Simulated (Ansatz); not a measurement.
Two isomers of C7H14: A = `C/C=C/CCCC`, B = `CC1(C)CCCC1`.

Calculated with Ansatz (gas phase, PBE0-D4/def2-TZVP geometries, no zero-point term in ΔE). CCSD(T)/CBS is the MP2 limit (def2-TZVPP, def2-QZVPP) plus CCSD(T) − MP2 in def2-TZVPP, frozen cores. DFT in def2-TZVPP. B3LYP here is the variant with VWN-RPA as its local correlation; programs differ in this. One conformer a species, not always the lowest.

A:

Z-matrix (Å, degrees):
```
C
C 1 1.490
H 1 1.092 2 111.4
H 1 1.095 2 111.3 3 -120.7
H 1 1.095 2 111.2 3 120.7
C 2 1.327 1 125.2 3 0.2
H 2 1.090 1 116.5 3 -180.0
C 6 1.492 2 125.5 1 -179.9
H 6 1.091 2 118.5 1 -0.4
C 8 1.528 6 113.2 2 120.1
H 8 1.097 6 109.1 2 -118.9
H 8 1.096 6 109.5 2 -2.6
C 10 1.519 8 113.6 6 -65.2
H 10 1.096 8 109.0 6 172.6
H 10 1.097 8 109.2 6 57.1
C 13 1.518 10 112.8 8 179.8
H 13 1.095 10 109.3 8 57.2
H 13 1.097 10 109.0 8 -58.0
H 16 1.092 13 111.6 10 179.8
H 16 1.094 13 111.2 10 59.5
H 16 1.094 13 111.1 10 -60.0
```

B:

Z-matrix (Å, degrees):
```
C
C 1 1.527
H 1 1.094 2 110.8
H 1 1.094 2 110.8 3 119.6
H 1 1.093 2 112.0 3 -120.2
C 2 1.534 1 110.4 3 64.8
C 2 1.519 1 109.7 3 -59.7
C 2 1.534 1 110.4 3 175.7
C 6 1.533 2 105.4 1 77.5
H 6 1.095 2 108.6 1 -164.5
H 6 1.093 2 112.5 1 -46.2
H 7 1.094 2 111.2 1 -59.9
H 7 1.094 2 111.2 1 59.9
H 7 1.094 2 111.0 1 -180.0
C 8 1.532 2 105.4 1 -77.4
H 8 1.094 2 112.5 1 46.3
H 8 1.095 2 108.6 1 164.7
H 9 1.092 6 111.6 2 146.7
H 9 1.092 6 110.8 2 -95.1
H 15 1.092 8 110.7 2 94.6
H 15 1.092 8 111.6 2 -147.1
```

Task: Which isomer does CCSD(T)/CBS put lower? Give the gap. (Best estimate.)

Result: Ansatz gave: B, by 68.3 kJ/mol.

Task: Give E(B) − E(A) in kJ/mol with LDA (SPW92), CCSD(T)/def2-SVP, CCSD/def2-TZVPP, MP2/def2-TZVPP, B2PLYP, B3LYP-D4, BLYP-D4. (An estimate is asked.)

Result: Computed: LDA (SPW92) -89.2, CCSD(T)/def2-SVP -72.6, CCSD/def2-TZVPP -68.7, MP2/def2-TZVPP -82.3, B2PLYP -51.5, B3LYP-D4 -50.0, BLYP-D4 -40.1. None reverses the order clearly.

Largest T1 diagnostic: 0.009.

In def2-TZVPP, CCSD(T) changes the Hartree–Fock value by −33.6 kJ/mol (the triples alone add −1.8 kJ/mol) and MP2 by −45.4 kJ/mol. The D4 term adds −15.2 kJ/mol with B3LYP and −7.9 kJ/mol with PBE0; it sums over pairs of atoms, weighted by their polarisabilities, and B3LYP, whose exchange is more repulsive, gets the larger term.
